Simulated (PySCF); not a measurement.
# Radial density of Xe²⁺ (xenon, charge +2)

B3LYP, [Kr] 4d10 5s2 5p4, high-spin 3P determinant. All numbers are calculated (PySCF 2.14, the spin-free X2C one-electron Hamiltonian (Gaussian nucleus), in ANO-RCC-VTZP (7s6p4d2f1g, 68 functions)).

```json
{"r (bohr)": "0.0233", "4πr²ρ (e/bohr)": "67.99", "4πr²(ρα − ρβ)": "0.0158"}
{"r (bohr)": "0.0392", "4πr²ρ (e/bohr)": "61.34", "4πr²(ρα − ρβ)": "0.0451"}
{"r (bohr)": "0.0660", "4πr²ρ (e/bohr)": "85.14", "4πr²(ρα − ρβ)": "0.0551"}
{"r (bohr)": "0.111", "4πr²ρ (e/bohr)": "79.57", "4πr²(ρα − ρβ)": "-0.0058"}
{"r (bohr)": "0.187", "4πr²ρ (e/bohr)": "69.54", "4πr²(ρα − ρβ)": "0.0910"}
{"r (bohr)": "0.314", "4πr²ρ (e/bohr)": "59.72", "4πr²(ρα − ρβ)": "0.0223"}
{"r (bohr)": "0.528", "4πr²ρ (e/bohr)": "25.95", "4πr²(ρα − ρβ)": "0.2477"}
{"r (bohr)": "0.889", "4πr²ρ (e/bohr)": "22.25", "4πr²(ρα − ρβ)": "-0.0084"}
{"r (bohr)": "1.49", "4πr²ρ (e/bohr)": "6.115", "4πr²(ρα − ρβ)": "1.0675"}
{"r (bohr)": "2.51", "4πr²ρ (e/bohr)": "2.071", "4πr²(ρα − ρβ)": "0.7678"}
{"r (bohr)": "4.23", "4πr²ρ (e/bohr)": "0.09427", "4πr²(ρα − ρβ)": "0.0367"}
{"r (bohr)": "7.11", "4πr²ρ (e/bohr)": "0.0002287", "4πr²(ρα − ρβ)": "0.0001"}
```

Densities and radii are taken from the X2C orbitals without a picture-change correction, which distorts them close to the nucleus.

(1) Where is the radial spin density 4πr²(ρα − ρβ) most negative, and why is it negative at all?

## Answers

(1) Around r = 0.889 bohr, down to -0.0084 e/bohr: exchange with the open shell polarises the paired shells in an unrestricted calculation.
